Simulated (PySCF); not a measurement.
Towards the basis-set limit for CuN

State: ³Σ⁻, triplet, unpaired electrons π ↑↑. De refers to Cu (3d10 4s1) + N. ROHF-based CCSD(T) in PySCF 2.14 with Cu aug-cc-pVDZ-PP with ECP10, N aug-cc-pVDZ and Cu aug-cc-pVTZ-PP with ECP10, N aug-cc-pVTZ (frozen core orbitals: 5; scalar-relativistic core potentials). Correlation energies are extrapolated as n⁻³ (n = 2, 3), Hartree–Fock as (n+1)·exp(−9√n).

```tsv
Level	Re (Å)	ωe (cm⁻¹)	ωexe (cm⁻¹)	αe (cm⁻¹)	De (eV)
CCSD(T)/DZ	1.7963	552.1	5.09	0.00565	1.474
CCSD(T)/TZ	1.7772	581.7	5.05	0.00545	1.666
HF/CBS	1.9139	528.2	n/a	0.00339	-0.442
MP2/CBS	1.7456	634.1	4.02	0.00460	1.686
CCSD/CBS	1.8005	566.4	4.15	0.00475	1.432
CCSD(T)/CBS	1.7716	592.9	4.98	0.00532	1.744
```

Task: How much is left between CCSD(T)/TZ and the basis-set limit, and how much do the triples give at the limit?

Result: CCSD(T)/CBS less CCSD(T)/TZ: -5.6 mÅ in Re, +11.2 cm⁻¹ in ωe and +0.078 eV in De. CCSD(T)/CBS less CCSD/CBS: -28.9 mÅ in Re, +26.5 cm⁻¹ in ωe and +0.312 eV in De.

The T1 diagnostic is 0.063, large enough to doubt a single reference. The state was picked by a PBE0 search and need not be the measured ground state. Spin–orbit coupling, excitations beyond (T) and corrections to the Born–Oppenheimer picture are left out.

The whole job (state search and all basis sets along the bond) took about 20 min on 4 threads of AMD EPYC 7R43 64-Core (shared host), peak memory 15 GiB.
